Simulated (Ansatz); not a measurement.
`C=C[Si](O)(O)F`, charge 0, multiplicity 1.

Task: Give a relaxed structure at PBE0-D4/def2-TZVP (the Gaussian-basis code of Ansatz). (Best estimate.)

Result: Computed: 
Z-matrix (Å, degrees):
```
Si
C 1 1.837
O 1 1.623 2 108.5
O 1 1.634 2 113.3 3 -121.6
F 1 1.600 2 108.8 3 119.5
C 2 1.330 1 122.3 3 118.8
H 2 1.088 1 119.1 3 -61.3
H 3 0.958 1 118.4 2 -171.0
H 4 0.958 1 117.5 2 -89.9
H 6 1.086 2 122.2 1 179.9
H 6 1.086 2 121.5 1 -0.6
```
This is one stationary point; other conformers may exist.
